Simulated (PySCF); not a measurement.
# BiBr at PBE0

Computed with PBE0; PySCF, scalar-relativistic core potentials, basis sets Bi cc-pVTZ-PP with ECP60, Br cc-pVTZ-PP with ECP10.

For BiBr, the state is singlet, one real π or δ orbital doubly filled, a mixture of terms (⟨Lz²⟩ = 2.0), a second solution, started from another occupation, the bond length is 2.568 Å and the harmonic wavenumber is 235 cm⁻¹. The force constant is 1.87 mdyn/Å. The rotational constant Be is 0.04463 cm⁻¹ and the anharmonicity ωexe is 0.476 cm⁻¹. The vibration–rotation constant αe is 0.000122 cm⁻¹. The energy of the minimum from ground-state Bi + Br is -1.58 eV, the HOMO–LUMO gap is 1.01 eV and the bond order (Mayer) is 1.17. The dipole moment (positive dipole means Bi(−)Br(+)) is -2.28 D.

Spin–orbit coupling is left out, which matters for elements this heavy, above all for dissociation energies.
